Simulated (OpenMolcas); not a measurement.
# Multiplet structure of Au IV

```json
{"Program": "OpenMolcas", "Method": "XMS-CASPT2, IPEA 0.25 Eh, imaginary shift 0.1 Eh (closed shells correlated: 5s 5p)", "Basis": "ANO-RCC-VTZP [8s7p5d3f1g]", "Scalar Hamiltonian": "DKH2, point nucleus", "Active space": "8 electrons in 5 orbitals (5d)", "State averaging": "2S+1 = 3 even, 10 roots; 2S+1 = 1 even, 15 roots", "Spin-orbit coupling": "RASSI with atomic mean-field integrals over the reference wave functions, term energies averaged over their components"}
```

With spin-orbit coupling, above the lowest level:

```
Configuration  Term  J  E (cm-1)  Measured (cm-1)      g  Term weight %  Second
          5d8    3F  4       0.0              0.0  1.239             95    5 1G
          5d8    1D  2      7180                   1.100             48   33 3P
          5d8    3F  3     12510            12294  1.084            100        
          5d8    3P  2     18880                   1.102             51   46 3F
          5d8    3P  0     19280            18185                    83   17 1S
          5d8    3P  1     22670            21490  1.501            100        
          5d8    1G  4     26550            25702  1.012             95    5 3F
          5d8    1D  2     31380                   0.965             49   35 3F
          5d8    1S  0     56150            55278                    83   17 3P
```

Against the 5 measured excited levels shown (Zainab et al., Astrophys. J. Suppl. Ser. 267, 12 (2023)) the mean absolute deviation is 840 cm-1; the largest miss in energy is 5d8 3P1: computed 22670, measured 21490 cm-1 (+5.5 %).

Spin-orbit coupling puts the lowest level 9694 cm-1 below the lowest spin-free term.

A least-squares Racah fit to the terms below 60000 cm-1, each weighted by 2L + 1 and with a free common offset, gives B = 717 cm-1 and C = 3498 cm-1 (C/B = 4.88), with an rms deviation of 349 cm-1.

CASPT2 breaks the degeneracy within a term, and the mean is taken; among the terms shown or strongly mixed into the levels shown the widest spread is 840 cm-1 (5d8 1G). The CASPT2 spread within a term exceeds the gap to the next term for 5d8 1D and 5d8 3P, so the order of their levels is uncertain, and so are names and mixing where such terms share a J. Measured partners are found by configuration, term and J. A level has none where our copy of the source lacks it or the pairing is in doubt (some pairs that miss far off the trend of their configuration count as doubtful), and it then counts in no deviation. Only configurations of the active space appear.

The CASPT2 steps took 2.7 s on 1 thread of Intel(R) Xeon(R) 6975P-C (Granite Rapids), on a shared host; the integral step is not counted.

The term weight is that of the spin-free term in the level, not the purity of its configuration.
